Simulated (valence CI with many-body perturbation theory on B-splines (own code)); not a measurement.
## E1 line list for I48+

Calculated by configuration interaction combined with many-body perturbation theory (CI+MBPT): three valence electrons over a frozen Dirac-Fock core [He], a basis of 11 s, 11 p, 10 d, 8 f, 5 g, 2 h functions for each j, with the one-electron correlation potential Σ1 (screened to all orders), the two-electron term Σ2, the three-electron term Σ3, Breit, model QED; selected single and double excitations, second order for the rest, scaled by the run's own slope (own B-spline code, finite nucleus).

The last digits are not significant, and no measured levels were compared; by estimate large intervals hold to a few tenths of a per cent, small ones and those within an open d or f shell to about a per cent.

Lines 101 to 150 of 468 in falling wavelength, among levels below 58107 × 10³ cm⁻¹, chosen from the strongest by gf and those to the six lowest levels. Wavelengths and rates use the calculated energies. Electric multipoles are in the length gauge, E1 and E2 with the static RPA response of the core. Weak lines are less certain than strong ones. Lines between different terms over intervals too small for the method are left out, as are lines whose strength nearly cancels.

Levels are named by their leading jj configuration (3d3/2^4 stands for four electrons in 3d with j = 3/2), which in mixed levels can hold well under half, so a name can repeat and another be missing. Letters in brackets count levels of one name in rising energy.

```csv
λ vac (Å),Upper,Lower,A (s⁻¹),S (a.u.) with core polarisation,S without
27.78,(2p3/2^2 3d5/2) J=9/2,(2s 2p3/2 3d5/2) J=7/2 [b],2.75e+11,2.92e-02,2.92e-02
27.47,(2p3/2^2 3d3/2) J=7/2,(2s 2p3/2 3d3/2) J=5/2 [b],2.43e+11,1.99e-02,1.99e-02
27.47,(2p3/2^2 3s) J=5/2,(2s 2p3/2 3s) J=3/2 [b],3.21e+11,1.97e-02,1.98e-02
27.30,(2p3/2^2 3p1/2) J=3/2,(2s 2p3/2 3p1/2) J=1/2,2.88e+11,1.16e-02,1.16e-02
27.23,(2p3/2^2 3p1/2) J=5/2,(2s 2p3/2 3p1/2) J=3/2 [b],3.16e+11,1.89e-02,1.89e-02
27.01,(2s 2p3/2^2) J=5/2,(2s^2 2p3/2) J=3/2,1.30e+11,7.60e-03,7.62e-03
26.79,(2p3/2^2 3s) J=3/2,(2s 2p3/2 3s) J=1/2,2.66e+11,1.01e-02,1.01e-02
26.54,(2p3/2^2 3p3/2) J=3/2 [a],(2s 2p3/2 3p3/2) J=1/2 [b],3.01e+11,1.11e-02,1.11e-02
26.43,(2p1/2 2p3/2^2) J=3/2,(2s 2p1/2 2p3/2) J=1/2,3.17e+11,1.16e-02,1.16e-02
26.40,(2p1/2 2p3/2^2) J=3/2,(2s 2p1/2 2p3/2) J=3/2 [b],5.78e+10,2.10e-03,2.10e-03
25.51,(2p1/2 2p3/2 3d3/2) J=5/2 [a],(2s 2p1/2 3d3/2) J=5/2,1.92e+11,9.43e-03,9.45e-03
25.35,(2p1/2 2p3/2^2) J=5/2,(2s 2p1/2 2p3/2) J=3/2 [b],3.70e+11,1.78e-02,1.79e-02
25.33,(2p3/2^2 3d5/2) J=7/2,(2s 2p3/2 3d5/2) J=7/2 [a],1.72e+11,1.10e-02,1.10e-02
25.33,(2p3/2^2 3p3/2) J=3/2 [b],(2s 2p3/2 3p3/2) J=3/2 [b],4.02e+11,1.29e-02,1.29e-02
25.31,(2p1/2 2p3/2 3d5/2) J=9/2,(2s 2p1/2 3d5/2) J=7/2,2.93e+11,2.34e-02,2.35e-02
25.27,(2p3/2^3) J=3/2,(2s 2p3/2^2) J=3/2,9.06e+11,2.89e-02,2.89e-02
25.25,(2p1/2 2p3/2 3p3/2) J=7/2,(2s 2p1/2 3p3/2) J=5/2,3.55e+11,2.26e-02,2.26e-02
25.15,(2p1/2 2p3/2 3d5/2) J=7/2 [a],(2s 2p1/2 3d5/2) J=5/2 [a],2.95e+11,1.85e-02,1.86e-02
25.15,(2p3/2^2 3d5/2) J=5/2 [b],(2s 2p3/2 3d5/2) J=5/2 [b],3.82e+11,1.80e-02,1.80e-02
25.04,(2p1/2 2p3/2 3d3/2) J=5/2 [b],(2s 2p1/2 3d3/2) J=3/2 [b],2.71e+11,1.26e-02,1.26e-02
25.02,(2s 2p3/2 3d5/2) J=7/2 [b],(2s^2 3d5/2) J=5/2,4.81e+11,2.97e-02,2.98e-02
24.98,(2p1/2 2p3/2 3p3/2) J=5/2 [a],(2s 2p1/2 3p3/2) J=3/2 [a],2.99e+11,1.38e-02,1.38e-02
24.87,(2p1/2 2p3/2 3d3/2) J=7/2,(2s 2p1/2 3d3/2) J=5/2,2.89e+11,1.76e-02,1.76e-02
24.84,(2p3/2^2 3d5/2) J=7/2,(2s 2p3/2 3d5/2) J=5/2 [a],1.65e+11,9.97e-03,9.99e-03
24.83,(2p1/2 2p3/2 3d5/2) J=7/2 [b],(2s 2p1/2 3d5/2) J=5/2 [b],1.72e+11,1.04e-02,1.04e-02
24.83,(2s 2p3/2 3p3/2) J=5/2 [b],(2s^2 3p3/2) J=3/2,5.27e+11,2.39e-02,2.40e-02
24.81,(2p3/2^2 3p3/2) J=3/2 [b],(2s 2p3/2 3p3/2) J=5/2 [b],3.55e+11,1.07e-02,1.07e-02
24.81,(2p3/2^2 3p3/2) J=5/2,(2s 2p3/2 3p3/2) J=5/2 [a],2.82e+11,1.28e-02,1.28e-02
24.81,(2p1/2 2p3/2 3p1/2) J=3/2 [b],(2s 2p1/2 3p1/2) J=1/2 [b],3.24e+11,9.78e-03,9.80e-03
24.78,(2p1/2 2p3/2 3p1/2) J=5/2,(2s 2p1/2 3p1/2) J=3/2,3.65e+11,1.64e-02,1.65e-02
24.78,(2p3/2^2 3p1/2) J=1/2,(2s 2p3/2 3p1/2) J=3/2 [b],6.91e+11,1.04e-02,1.04e-02
24.71,(2p3/2^2 3s) J=1/2,(2s 2p3/2 3s) J=3/2 [b],7.12e+11,1.06e-02,1.06e-02
24.66,(2p1/2 2p3/2 3d5/2) J=3/2 [b],(2s 2p1/2 3d5/2) J=5/2 [b],3.00e+11,8.88e-03,8.90e-03
24.58,(2p1/2 2p3/2 3d3/2) J=3/2 [a],(2s 2p1/2 3d3/2) J=3/2 [a],3.43e+11,1.01e-02,1.01e-02
24.55,(2s 2p3/2 3d3/2) J=5/2 [b],(2s^2 3d3/2) J=3/2,4.82e+11,2.11e-02,2.12e-02
24.55,(2p3/2^2 3d5/2) J=5/2 [b],(2s 2p3/2 3d5/2) J=7/2 [b],4.23e+11,1.85e-02,1.85e-02
24.55,(2p3/2^2 3d3/2) J=3/2 [b],(2s 2p3/2 3d3/2) J=5/2 [b],3.62e+11,1.06e-02,1.06e-02
24.53,(2s 2p3/2 3p1/2) J=1/2,(2s^2 3p1/2) J=1/2,6.50e+11,9.46e-03,9.48e-03
24.52,(2s 2p3/2 3s) J=1/2,(2s^2 3s) J=1/2,6.40e+11,9.32e-03,9.33e-03
24.46,(2s 2p3/2 3p1/2) J=3/2 [b],(2s^2 3p1/2) J=1/2,5.75e+11,1.66e-02,1.66e-02
24.44,(2s 2p3/2 3d3/2) J=3/2 [b],(2s^2 3d3/2) J=3/2,4.65e+11,1.34e-02,1.34e-02
24.42,(2s 2p3/2 3d5/2) J=5/2 [b],(2s^2 3d5/2) J=5/2,5.86e+11,2.53e-02,2.53e-02
24.40,(2p1/2 2p3/2 3s) J=5/2,(2s 2p1/2 3s) J=3/2,3.27e+11,1.40e-02,1.41e-02
24.35,(2s 2p3/2 3s) J=3/2 [b],(2s^2 3s) J=1/2,5.91e+11,1.68e-02,1.69e-02
24.34,(2p1/2 2p3/2 3s) J=3/2 [a],(2s 2p1/2 3s) J=1/2 [a],3.21e+11,9.12e-03,9.14e-03
24.33,(2s 2p3/2 3p3/2) J=3/2 [b],(2s^2 3p3/2) J=3/2,5.23e+11,1.49e-02,1.49e-02
24.32,(2p1/2 2p3/2 3d5/2) J=7/2 [b],(2s 2p1/2 3d5/2) J=7/2,1.90e+11,1.08e-02,1.08e-02
24.30,(2s 2p3/2 3d5/2) J=3/2 [b],(2s^2 3d5/2) J=5/2,6.66e+11,1.89e-02,1.89e-02
24.26,(2s 2p3/2 3d3/2) J=1/2 [b],(2s^2 3d3/2) J=3/2,6.24e+11,8.80e-03,8.82e-03
24.17,(2p3/2^2 3s) J=3/2,(2s 2p3/2 3s) J=3/2 [a],3.67e+11,1.02e-02,1.03e-02
```
